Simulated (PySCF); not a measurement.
**Two-dimensional NMR puzzle**

Compound of formula C6H11NO. Correlations simulated from computed shifts and the bond graph:

HSQC (one-bond C–H):
```csv
δH,δC
7.84,168.3
4.16,53.2
3.73,53.2
3.57,58.5
3.52,79.2
2.24,27.0
1.61,24.0
1.52,24.0
1.19,27.0
```

COSY cross peaks (H two or three bonds apart, from the bond graph; peaks can be absent where the dihedral angle is near 90°):
```csv
δH,δH
7.84,3.52
4.16,3.73
4.16,1.61
4.16,1.52
3.73,1.61
3.73,1.52
3.52,2.24
3.52,1.19
2.24,1.61
2.24,1.52
2.24,1.19
1.61,1.52
1.61,1.19
1.52,1.19
```

HMBC (two and three bonds, from the bond graph):
```csv
δH,δC
7.84,"79.2, 53.2, 27.0"
4.16,"168.3, 27.0, 24.0"
3.73,"168.3, 27.0, 24.0"
3.57,79.2
3.52,"168.3, 58.5, 27.0, 24.0"
2.24,"168.3, 79.2, 53.2, 24.0"
1.61,"79.2, 53.2, 27.0"
1.52,"79.2, 53.2, 27.0"
1.19,"168.3, 79.2, 53.2, 24.0"
```

- geometry: GFN2-xTB
- shieldings: GIAO PBE0/pcSseg-1
- code: PySCF 2.14.0 with density-fitted response routines
- non-relativistic Hamiltonian, gas phase, one conformer, equivalent nuclei averaged

Scale: TMS for 1H (σ = 31.72 ppm) and 13C (σ = 186.93 ppm) (reference shieldings calculated alike).

Exchangeable hydrogens are left out of these lists.

**Question.** Work out the connectivity.

**Answer.** SMILES [C@H]1(OC)C=NCCC1.

Atoms are numbered as in `[CH3:1][O:2][C@H:3]1[CH:4]=[N:5][CH2:6][CH2:7][CH2:8]1` (H(Xn): hydrogen on atom n). Ha(C6), Ha(C7), Ha(C8) are cis to O2 on the ring; Hb(C6), Hb(C7), Hb(C8) are trans to O2 on the ring.

- δC 168.3 is C4, a C=N carbon (δH 7.84).
- δC 79.2 is C3, an sp3 CH bonded to O (δH 3.52).
- δC 58.5 is C1, a methyl carbon bonded to O (δH 3.57).
- δC 53.2 is C6, an sp3 CH2 bonded to N (δH 4.16, 3.73).
- δC 27.0 is C8, an sp3 CH2 in a ring (δH 1.19, 2.24).
- δC 24.0 is C7, an sp3 CH2 in a ring (δH 1.61, 1.52).
- COSY links 7.84–3.52, 4.16–3.73, 4.16–1.61, 4.16–1.52, 3.73–1.61, 3.73–1.52.

This is the structure that produced the data.

Shifts are as computed. Against solution values, carbons near 30 ppm lie about +3 ppm off and those near 130 ppm about +5 ppm. Of 1211 compounds with measured shifts, 218 miss one by over three times the rms of a fit or turn the order of signals round; such compounds aren't used in these exercises.
